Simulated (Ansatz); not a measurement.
This geometry of BrH3Si + ClH (7 atoms, charge 0, multiplicity 1) is a first-order saddle point.

These are results of Ansatz 0.2.0, RKS PBE-D4/def2-SVP, not measurements.

```xyz
7
Properties=species:S:1:pos:R:3
Si -0.707 -0.153 -0.127
Br 1.644 -1.281 0.342
H -0.972 -1.417 -0.894
H -1.130 -0.208 1.304
H -1.511 0.875 -0.876
H 1.734 0.467 0.282
Cl 0.942 1.716 -0.031
```

Q: Which two structures does it join? (They come from a converged band through this point; their orientation in space is the band's.)

A: Bonds broken: Si1–Br2, H6–Cl7. Bonds formed: Si1–Cl7, Br2–H6. BrH3Si + ClH becomes BrH + ClH3Si.

First end point:

```xyz
7
Properties=species:S:1:pos:R:3
Si -0.812 -0.581 -0.153
Br 1.299 -1.395 -0.141
H -1.718 -1.746 -0.423
H -1.092 0.010 1.194
H -0.914 0.438 -1.243
H 1.807 1.017 0.291
Cl 1.430 2.256 0.475
```

Last end point:

```xyz
7
Properties=species:S:1:pos:R:3
Si -0.988 0.220 -0.228
Br 2.380 -1.453 0.864
H -0.717 -0.965 -1.102
H -1.075 -0.173 1.214
H -2.236 0.928 -0.663
H 2.037 -0.140 0.361
Cl 0.600 1.581 -0.448
```

Q: How far does it lie above each of them?

A: 1.20 eV above the first and 1.23 eV above the second. This is the barrier of this one path; another mechanism may lie lower. The orbitals stay closed-shell, which can raise the energy where a bond breaks towards radicals; this wasn't checked here.

The run took 64 s on 2 threads of Intel(R) Xeon(R) Platinum 8488C (Sapphire Rapids), with other jobs on the host, peak memory 0.14 GiB.
